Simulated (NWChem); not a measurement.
## C2H2F (+1)

```xyz
5

C      0.0000     0.0000    -1.2509
C      0.0000     0.0000     0.0175
F      0.0000     0.0000     1.2238
H      0.9580     0.0000    -1.8067
H     -0.9580     0.0000    -1.8067
```
Charge +1, spin multiplicity 1.

Everything below was run with NWChem. The geometry was optimised at PBE0/def2-SVP, a minimum by its harmonic frequencies.

Symmetry labels belong to the abelian group C2v used in the runs, with the axes of the coordinates shown.

B3LYP has NWChem's definition, with VWN1-RPA local correlation. The spin multiplicity of the parent species was assumed, not shown to be that of its ground state. The structure started from a generated list of species.

Task: List the lowest 4 singlet excitations that TD-B3LYP/aug-cc-pVDZ, VWN1-RPA local correlation gives, with oscillator strengths.

Result: 
```json
[
 {"state": "1", "symmetry": "a2", "energy (eV)": "3.48", "wavelength (nm)": "357", "f": "0.000"},
 {"state": "2", "symmetry": "a1", "energy (eV)": "7.79", "wavelength (nm)": "159", "f": "0.001"},
 {"state": "3", "symmetry": "b2", "energy (eV)": "8.35", "wavelength (nm)": "148", "f": "0.039"},
 {"state": "4", "symmetry": "b1", "energy (eV)": "10.31", "wavelength (nm)": "120", "f": "0.048"}
]
```
